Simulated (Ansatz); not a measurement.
Energy needed to pull apart GaH₃TeO (SMILES [OH][GaH][TeH]), singlet, into free ground-state atoms, from the structure below (displaced at random from a GFN2-xTB minimum); no zero-point or spin–orbit terms; open-shell atoms are treated unrestricted, in their ground-state multiplicity.

O1  (-0.023, -1.045, 0.732)
Ga2  (-0.179, -0.151, -0.602)
Te3  (0.275, 2.223, -0.322)
H4  (-0.038, -2.062, 1.053)
H5  (-0.631, -0.813, -2.071)
H6  (0.577, 1.933, 1.240)
(Å)

Ansatz 0.2.0; basis: def2-TZVPP; cores frozen in the correlated methods. Filled d shells of the heavier atoms are correlated. Core potentials replace the inner electrons of the atoms past krypton. The def2 sets are not built for correlating such inner shells, so the correlated values are less sure here. B3LYP uses VWN-RPA correlation.

```json
{"method": "SPW92", "atomization energy (eV)": "18.90"}
{"method": "PBE-D4", "atomization energy (eV)": "?"}
{"method": "r2SCAN-D4", "atomization energy (eV)": "15.99"}
{"method": "PBE0-D4", "atomization energy (eV)": "?"}
{"method": "B3LYP-D4", "atomization energy (eV)": "15.67"}
{"method": "wB97M-V", "atomization energy (eV)": "15.74"}
{"method": "HF", "atomization energy (eV)": "10.18"}
{"method": "MP2", "atomization energy (eV)": "15.96"}
{"method": "CCSD", "atomization energy (eV)": "15.31"}
{"method": "CCSD(T)", "atomization energy (eV)": "15.65"}
```

What does PBE0-D4 give? (To be estimated.)

Computed: 15.66 eV, which is about 0.01 eV more than CCSD(T)/def2-TZVPP.

What does PBE-D4 give? (Judge from chemistry; the value comes from the calculation.)

The calculation gives: 16.04 eV, which is about 0.38 eV more than CCSD(T)/def2-TZVPP.

In triple zeta the MP2 and coupled-cluster atomization energies are still short of their basis limit by a few kcal/mol a bond, whereas those of the functionals are nearly converged, so these differences are not deviations from converged CCSD(T).

T1 diagnostic: at most 0.013.

For scale, one of the runs: CCSD(T)/def2-TZVPP forces, 171 basis functions (an equivalent command: `ansatz run in.yaml --threads 4`). Time: 5.3 min of wall clock on 4 CPU threads; the host was shared. Peak host memory: 3 GiB.
